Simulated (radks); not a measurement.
Q: Valence configurations of Be II (all share [He]). Calculated with a radial shooting solver on a logarithmic mesh with Libxc functionals: non-relativistic Kohn-Sham, PBE, spin-unpolarised, spherical densities, point nucleus; without spin polarisation the odd electron is poorly described. Order these by energy: 2s0.5 2p0.5; 2p1; 2s1.

A: From the lowest, in eV above it: 2s1 0.000; 2s0.5 2p0.5 1.957; 2p1 3.907. NIST lists [He] 2s1 as the ground configuration; this level of theory agrees among the configurations tried. The energies are those of spherical spin-averaged densities, not of single terms.
